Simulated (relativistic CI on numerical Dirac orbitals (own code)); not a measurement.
**Spin-allowed bands of a d2 ion in an octahedral site, by hand**

Problem. Take Δ = 28200 cm⁻¹ and B = 780 cm⁻¹ for a d2 ion in an octahedral site. Calculate the three spin-allowed bands.

Working.
1. The terms of highest spin are 3F (energy 0) and 3P (15B = 11700 cm⁻¹). Here the F term splits into A2 at +1.2Δ = 33840, T2 at +0.2Δ = 5640 and T1 at −0.6Δ = -16920 cm⁻¹.
2. The two T1 states mix through the element 0.4Δ: H = [[-16920, 11280], [11280, 11700]], with roots ½(H₁₁ + H₂₂) ∓ ½√[(H₂₂ − H₁₁)² + 4H₁₂²] = ½(-5220) ∓ ½(36443) = -20831 and 15611 cm⁻¹.
3. The ground term is 3T1 at -20831 cm⁻¹.
4. Bands: 3T2 26471 cm⁻¹ (378 nm), 3T1(P) 36443 cm⁻¹ (274 nm), 3A2 54671 cm⁻¹ (183 nm).

Check. Exact diagonalisation of the whole d2 shell with these parameters gives 3T2 26471, 3T1 36443, 3A2 54671 cm⁻¹. The match is exact, since without spin-orbit coupling no other term has this spin. The ratio of the second band to the first, 1.377, depends on Δ/B = 36.2 alone, which is how a Tanabe-Sugano diagram is read.
